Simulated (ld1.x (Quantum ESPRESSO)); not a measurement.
**What one change does to a pseudopotential (Be, RRKJ)**

ld1.x (Quantum ESPRESSO) 7.5 input, shortened:

```
&input
   title='Be', zed=4., rel=1, dft='PW91', iswitch=3,
   config='[He] 2s1 2p0 3d-2'
 /
 &inputp
   pseudotype=2, tm=.false., rho0=0.02, lloc=0,
   nlcc=.false.
 /
3
2P  2  1   0.00   0.00  2.60  2.60  0.0
3D  3  2  -2.00   0.25  2.75  2.75  0.0
2S  1  0   1.00   0.00  1.60  1.60  0.0
 &test
   configts(1)='2s1 2p0'
 /
```

Change: core correction a·sin(br)/r model core inside 1.64 bohr.

Cutoffs: the cutoffs (Ry, on a coarse ladder) from which the occupation-weighted sum of valence levels, in a spherical-Bessel basis at the reference potential, stays within 10 and 1 mRy of its value at 400 Ry; they do not see the model core or the augmentation charge, which bear on the density cutoff. Errors are all-electron minus pseudo energies relative to the spin-unpolarised reference configuration.

Predict the effect on cutoff, ghosts and configuration errors.

The potential gets neither clearly harder nor softer (10 Ry and 18 Ry → 10 Ry and 18 Ry); of the 5 tests that both files solve, the error grows in 0 and shrinks in 2 by more than 15 % and 0.3 meV (median size 11.7 → 9.2 meV); neither file shows a bound ghost. A model core, the more so a compact one, raises the density cutoff, which this test does not measure.

```tsv
quantity	base	changed
cutoff, loose	10 Ry	10 Ry
cutoff, tight	18 Ry	18 Ry
bound ghosts	none	none
error for 2s2 2p0, meV [ΔE -9.58 eV]	+12	+9.2
error for 2s1.5 2p0, meV [ΔE -5.80 eV]	+4.7	+3.6
error for 2s1 2p1, meV [ΔE -5.97 eV]	+32	+28
error for 2s0 2p2, meV [ΔE -2.32 eV]	+52	+49
error for 2s0 2p1, meV [ΔE 3.92 eV]	+5.1	+5.4
s: phases at 2.99 bohr within 0.05 rad from the reference energy up to (Ry; the scan ends near 5)	1.1	1.1
p: phases at 2.99 bohr within 0.05 rad from the reference energy up to (Ry; the scan ends near 5)	0.8	0.8
d: phases at 2.99 bohr within 0.05 rad from the reference energy up to (Ry; the scan ends near 5)	3.3	3.3
```
